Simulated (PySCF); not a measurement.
HOSi (SMILES [OH+]=[Si]), charge +1, singlet, at a GFN2-xTB geometry.

PySCF was given this input:
```python
from pyscf import gto, scf, dft

mol = gto.M(
    atom='''
O    -0.00000000   -0.00000000   -0.88835384
Si    0.00000000    0.00000000    0.64027396
H    -0.00000000   -0.00000000   -1.85700467
''',
    basis='pcseg-1',
    charge=1,
    verbose=4,
)

mf = dft.RKS(mol)
mf.xc = 'bhandhlyp'
mf.kernel()
```

### Question
What total energy does BHANDHLYP/pcseg-1 (PySCF) give?

### Answer
-364.965003 Ha

### Question
What is the computed Mulliken (on the basis functions themselves) charges in atom order (BHANDHLYP/pcseg-1)?

### Answer
O1 -0.40, Si2 1.08, H3 0.32

### Question
Give the HOMO energy at the level BHANDHLYP/pcseg-1.

### Answer
-17.80 eV
